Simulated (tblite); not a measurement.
Record of a relaxation.

C6H10N2SSi.
Bonds: C1–C2 (double), C2–C3, C3–C4 (aromatic), C4–C5 (aromatic), C5–C6, C6–S7, S7–Si8, C5–N9 (aromatic), N9–N10 (aromatic), C3–N10 (aromatic). Hydrogens: H11, H12 on C1; H13 on C2; H14 on C4; H15, H16 on C6; H17, H18, H19 on Si8; H20 on N10.

Computed with GFN2-xTB (tblite), gas phase: L-BFGS steps from a force-field or distance-geometry start until the largest atomic force falls under 0.01 eV/Å. 6 of its 113 geometries are shown.

Step 0: E = -782.4037 eV, largest atomic force 1.838 eV/Å
```
atom  x, y, z in Å  |  force x, y, z in eV/Å
C1     -3.708   -0.646    0.448   -0.815  -0.263   0.050
C2     -2.800   -1.030   -0.449   -0.851   0.235   0.938
C3     -1.511   -0.431   -0.490    0.712  -0.423  -1.040
C4     -0.871    0.588    0.176    0.385   0.320   0.424
C5      0.417    0.662   -0.390    0.388  -0.223  -0.657
C6      1.524    1.594   -0.037   -0.412   0.362  -0.484
S7      2.381    1.111    1.493    0.221  -0.069   0.305
Si8     3.438   -0.664    0.917    0.241  -0.603  -0.215
N9      0.573   -0.236   -1.382   -1.372   0.295   1.187
N10    -0.616   -0.878   -1.411    1.103   0.128  -0.399
H11    -3.544    0.148    1.166    0.042  -0.222  -0.229
H12    -4.694   -1.125    0.477    0.531   0.311   0.041
H13    -3.048   -1.838   -1.119    0.244   0.002  -0.192
H14    -1.254    1.178    0.995    0.170  -0.115  -0.251
H15     2.251    1.690   -0.850   -0.069  -0.286   0.108
H16     1.113    2.598    0.135    0.092  -0.220   0.221
H17     2.488   -1.802    0.781    0.258   0.454  -0.002
H18     4.161   -0.409   -0.352   -0.309  -0.001   0.354
H19     4.417   -0.990    1.981   -0.409   0.291  -0.253
H20    -0.725   -1.617   -2.091   -0.151   0.026   0.095
```

Step 22: E = -782.5694 eV, largest atomic force 0.063 eV/Å
```
atom  x, y, z in Å  |  force x, y, z in eV/Å
C1     -3.728   -0.642    0.457   -0.017   0.015   0.024
C2     -2.799   -1.021   -0.414   -0.018  -0.020   0.015
C3     -1.481   -0.449   -0.509    0.016  -0.015  -0.006
C4     -0.844    0.572    0.178    0.003   0.017  -0.004
C5      0.436    0.660   -0.390    0.014   0.004   0.028
C6      1.526    1.593   -0.034    0.016  -0.015   0.006
S7      2.393    1.096    1.514   -0.019  -0.024  -0.055
Si8     3.406   -0.681    0.876   -0.034   0.029   0.005
N9      0.586   -0.249   -1.346    0.004   0.028  -0.002
N10    -0.569   -0.901   -1.409    0.023  -0.007  -0.008
H11    -3.549    0.143    1.170    0.005   0.016   0.012
H12    -4.697   -1.108    0.484    0.000   0.005  -0.002
H13    -3.013   -1.817   -1.115    0.022  -0.022  -0.038
H14    -1.234    1.170    0.973   -0.005   0.024   0.018
H15     2.269    1.633   -0.829   -0.017   0.019   0.006
H16     1.137    2.590    0.174    0.019  -0.030  -0.004
H17     2.451   -1.769    0.708   -0.017   0.014   0.005
H18     4.081   -0.386   -0.382   -0.010   0.024   0.010
H19     4.321   -0.903    1.983    0.005  -0.034  -0.011
H20    -0.698   -1.629   -2.093    0.010  -0.030   0.000
```

Step 45: E = -782.5780 eV, largest atomic force 0.067 eV/Å
```
atom  x, y, z in Å  |  force x, y, z in eV/Å
C1     -3.697   -0.641    0.459    0.005  -0.001  -0.025
C2     -2.764   -1.043   -0.397    0.013   0.022  -0.017
C3     -1.446   -0.465   -0.498    0.012  -0.025  -0.003
C4     -0.837    0.592    0.163   -0.031  -0.017  -0.005
C5      0.454    0.678   -0.383   -0.026  -0.005   0.016
C6      1.530    1.625   -0.019   -0.022  -0.011  -0.006
S7      2.391    1.114    1.525   -0.002  -0.035  -0.005
Si8     3.321   -0.686    0.833   -0.002  -0.012  -0.003
N9      0.632   -0.261   -1.305    0.007   0.025   0.004
N10    -0.513   -0.933   -1.369    0.036   0.010   0.033
H11    -3.519    0.156    1.161   -0.002  -0.015  -0.030
H12    -4.672   -1.096    0.481    0.019  -0.009   0.022
H13    -2.970   -1.853   -1.088    0.017   0.028   0.018
H14    -1.256    1.211    0.928    0.032   0.007  -0.011
H15     2.279    1.684   -0.807   -0.024   0.010  -0.017
H16     1.130    2.614    0.201   -0.011  -0.003  -0.017
H17     2.309   -1.713    0.629   -0.029  -0.021  -0.004
H18     4.002   -0.356   -0.411    0.012  -0.003  -0.016
H19     4.228   -1.027    1.914    0.011   0.011   0.020
H20    -0.606   -1.699   -2.019   -0.015   0.044   0.048
```

Step 67: E = -782.5834 eV, largest atomic force 0.025 eV/Å
```
atom  x, y, z in Å  |  force x, y, z in eV/Å
C1     -3.678   -0.653    0.446    0.000  -0.005   0.005
C2     -2.728   -1.058   -0.389    0.002   0.007   0.001
C3     -1.422   -0.457   -0.485    0.005   0.004   0.010
C4     -0.843    0.632    0.150    0.006   0.007   0.005
C5      0.456    0.717   -0.372   -0.005   0.017  -0.017
C6      1.522    1.673   -0.008    0.002  -0.010   0.009
S7      2.421    1.107    1.496   -0.015   0.017   0.000
Si8     3.262   -0.729    0.785    0.007  -0.010  -0.006
N9      0.668   -0.249   -1.258    0.011  -0.004   0.012
N10    -0.465   -0.940   -1.318    0.003  -0.002   0.000
H11    -3.522    0.170    1.121   -0.001   0.009   0.000
H12    -4.640   -1.133    0.485   -0.008  -0.013  -0.012
H13    -2.904   -1.893   -1.057   -0.003   0.000   0.008
H14    -1.281    1.275    0.883    0.001  -0.001  -0.001
H15     2.251    1.771   -0.811   -0.015  -0.002   0.007
H16     1.112    2.647    0.255    0.012  -0.016  -0.003
H17     2.214   -1.721    0.588   -0.001   0.008   0.011
H18     3.960   -0.431   -0.458   -0.010  -0.008   0.004
H19     4.149   -1.093    1.878    0.007   0.002  -0.015
H20    -0.538   -1.734   -1.934    0.003   0.000  -0.016
```

Step 90: E = -782.5878 eV, largest atomic force 0.043 eV/Å
```
atom  x, y, z in Å  |  force x, y, z in eV/Å
C1     -3.679   -0.676    0.402    0.012   0.002   0.008
C2     -2.675   -1.079   -0.369    0.000   0.017  -0.016
C3     -1.390   -0.434   -0.461    0.024  -0.019  -0.010
C4     -0.836    0.681    0.150   -0.004  -0.012   0.002
C5      0.473    0.765   -0.348   -0.002  -0.021   0.012
C6      1.542    1.715    0.020   -0.021   0.011  -0.009
S7      2.469    1.112    1.490    0.018  -0.037  -0.011
Si8     3.175   -0.771    0.739   -0.023   0.033   0.008
N9      0.712   -0.224   -1.202   -0.002  -0.005   0.006
N10    -0.411   -0.929   -1.261    0.011  -0.010  -0.016
H11    -3.596    0.194    1.031   -0.004  -0.018  -0.016
H12    -4.613   -1.209    0.429    0.010   0.028   0.008
H13    -2.787   -1.961   -0.991   -0.011   0.019   0.016
H14    -1.295    1.340    0.856   -0.005   0.003   0.014
H15     2.258    1.828   -0.792   -0.017   0.016   0.001
H16     1.136    2.682    0.310    0.005   0.019   0.005
H17     2.078   -1.732    0.724    0.011  -0.007   0.008
H18     3.718   -0.532   -0.589   -0.008  -0.006   0.001
H19     4.184   -1.133    1.721    0.003   0.004   0.001
H20    -0.467   -1.735   -1.863    0.003  -0.016  -0.011
```

Step 112: E = -782.5918 eV, largest atomic force 0.008 eV/Å
```
atom  x, y, z in Å  |  force x, y, z in eV/Å
C1     -3.660   -0.657    0.380   -0.002   0.001  -0.003
C2     -2.658   -1.090   -0.377   -0.002  -0.001   0.004
C3     -1.367   -0.455   -0.460   -0.003   0.006  -0.005
C4     -0.832    0.667    0.155    0.003  -0.002   0.003
C5      0.480    0.764   -0.330    0.002  -0.003  -0.003
C6      1.528    1.737    0.039    0.000  -0.002   0.001
S7      2.506    1.125    1.472   -0.001   0.007  -0.001
Si8     3.138   -0.783    0.722    0.001  -0.004  -0.004
N9      0.739   -0.225   -1.178    0.003  -0.005  -0.004
N10    -0.376   -0.944   -1.248    0.001  -0.003   0.006
H11    -3.567    0.222    0.993   -0.004   0.000   0.002
H12    -4.606   -1.170    0.410   -0.003  -0.001  -0.001
H13    -2.776   -1.979   -0.984   -0.002   0.003  -0.005
H14    -1.306    1.321    0.856    0.000   0.002   0.003
H15     2.222    1.894   -0.785   -0.005   0.003   0.001
H16     1.101    2.684    0.363    0.003  -0.003   0.002
H17     2.042   -1.738    0.827    0.000   0.002  -0.002
H18     3.587   -0.597   -0.648   -0.001   0.001  -0.002
H19     4.215   -1.122    1.639    0.005   0.001   0.004
H20    -0.416   -1.752   -1.849    0.003  -0.001   0.005
```

Question: Summarise the path.

Answer: The energy falls by 0.1880 eV from step 0 to step 112; nine tenths of that is first reached at step 30. It falls at every step. The largest force goes from 1.838 to 0.008 eV/Å. Among the bonds Si8–H17 changes most (a near tie, within 0.001 Å, with another), from 1.488 to 1.458 Å; the atoms move by 0.295 Å rms after alignment.

Question: Follow the three bonds and two angles with the largest change from start to end.

Answer: 
| step | E above end (eV) | largest force (eV/Å) | Si8–H17 (Å) | Si8–H18 (Å) | Si8–H19 (Å) | S7–Si8–H19 (°) | C3–C2–H13 (°) |
| --- | --- | --- | --- | --- | --- | --- | --- |
| 0 | 0.1880 | 1.838 | 1.488 | 1.482 | 1.482 | 108.3 | 120.4 |
| 5 | 0.0434 | 0.163 | 1.451 | 1.450 | 1.450 | 105.8 | 115.8 |
| 10 | 0.0295 | 0.080 | 1.459 | 1.458 | 1.456 | 103.4 | 114.5 |
| 15 | 0.0254 | 0.070 | 1.457 | 1.456 | 1.453 | 101.9 | 115.1 |
| 19 | 0.0236 | 0.040 | 1.457 | 1.457 | 1.454 | 101.5 | 115.4 |
| 24 | 0.0214 | 0.043 | 1.458 | 1.457 | 1.454 | 101.7 | 115.2 |
| 29 | 0.0190 | 0.072 | 1.456 | 1.456 | 1.452 | 102.4 | 114.9 |
| 34 | 0.0174 | 0.040 | 1.458 | 1.457 | 1.453 | 102.7 | 115.2 |
| 39 | 0.0165 | 0.037 | 1.458 | 1.457 | 1.453 | 102.8 | 115.4 |
| 44 | 0.0144 | 0.065 | 1.456 | 1.457 | 1.453 | 103.1 | 115.4 |
| 49 | 0.0118 | 0.038 | 1.457 | 1.457 | 1.453 | 103.0 | 115.4 |
| 54 | 0.0102 | 0.031 | 1.456 | 1.456 | 1.453 | 102.5 | 115.6 |
| 58 | 0.0095 | 0.025 | 1.457 | 1.457 | 1.453 | 102.3 | 115.4 |
| 63 | 0.0088 | 0.023 | 1.456 | 1.456 | 1.453 | 102.0 | 115.4 |
| 68 | 0.0083 | 0.022 | 1.457 | 1.457 | 1.454 | 101.8 | 115.3 |
| 73 | 0.0079 | 0.033 | 1.457 | 1.456 | 1.453 | 101.9 | 115.3 |
| 78 | 0.0073 | 0.032 | 1.457 | 1.455 | 1.454 | 101.9 | 115.3 |
| 83 | 0.0059 | 0.033 | 1.458 | 1.456 | 1.454 | 101.9 | 115.0 |
| 88 | 0.0045 | 0.042 | 1.458 | 1.454 | 1.454 | 101.8 | 114.8 |
| 93 | 0.0034 | 0.035 | 1.458 | 1.455 | 1.455 | 102.1 | 114.9 |
| 97 | 0.0026 | 0.032 | 1.457 | 1.453 | 1.455 | 102.1 | 114.9 |
| 102 | 0.0012 | 0.041 | 1.458 | 1.454 | 1.454 | 102.0 | 115.0 |
| 107 | 0.0005 | 0.024 | 1.458 | 1.453 | 1.455 | 101.8 | 115.3 |
| 112 | 0.0000 | 0.008 | 1.458 | 1.453 | 1.455 | 101.8 | 115.3 |

What follows is the cost of the whole relaxation. The run took 1.2 s wall on one thread of an Arm Neoverse V1, shared host with 32 logical CPUs at a one-minute load of 26.
